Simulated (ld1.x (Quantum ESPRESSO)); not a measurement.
**An all-electron radial function and its pseudo partner (antimony)**

Columns: radius, all-electron u(r) and pseudo u(r) of the 5p shell (level -4.83 eV) of antimony in the configuration [Kr] 4d10 5s2 5p3; PBE, scalar-relativistic, TM scheme, ld1.x (Quantum ESPRESSO) 7.5.

| r (bohr) | all-electron | pseudo |
| --- | --- | --- |
| 0.130 | -0.0130 | -0.0030 |
| 0.260 | -0.1742 | -0.0120 |
| 0.390 | 0.0129 | -0.0273 |
| 0.520 | 0.2112 | -0.0493 |
| 0.650 | 0.2848 | -0.0784 |
| 0.780 | 0.2440 | -0.1152 |
| 0.910 | 0.1361 | -0.1599 |
| 1.040 | 0.0015 | -0.2123 |
| 1.170 | -0.1343 | -0.2716 |
| 1.300 | -0.2579 | -0.3357 |
| 1.430 | -0.3636 | -0.4015 |
| 1.560 | -0.4499 | -0.4650 |
| 1.690 | -0.5175 | -0.5219 |
| 1.820 | -0.5683 | -0.5690 |
| 1.950 | -0.6045 | -0.6045 |
| 2.080 | -0.6280 | -0.6280 |
| 2.210 | -0.6409 | -0.6409 |
| 2.340 | -0.6449 | -0.6449 |
| 2.470 | -0.6416 | -0.6416 |
| 2.600 | -0.6326 | -0.6326 |
| 2.730 | -0.6189 | -0.6189 |
| 2.860 | -0.6016 | -0.6016 |
| 2.990 | -0.5816 | -0.5816 |
| 3.120 | -0.5598 | -0.5598 |
| 3.250 | -0.5366 | -0.5366 |
| 3.380 | -0.5125 | -0.5125 |

**Question.** How many radial nodes do the two functions have?

**Answer.** The all-electron 5p function has n − l − 1 = 3 (the table is too coarse to show those close to the nucleus); the pseudo-wave has 0, since the states of the same l below it are removed with the core.

**Question.** At about which radius was the pseudo-wave matched?

**Answer.** 2.35 bohr. The columns agree to 0.0005 from 1.95 bohr on; several derivatives are matched, so the curves merge somewhat inside the radius.

**Question.** Is the pseudo-wave norm-conserving?

**Answer.** Yes: the TM scheme keeps the norm inside the radius equal to the all-electron one, which fixes the energy derivative of the logarithmic derivative at the level.
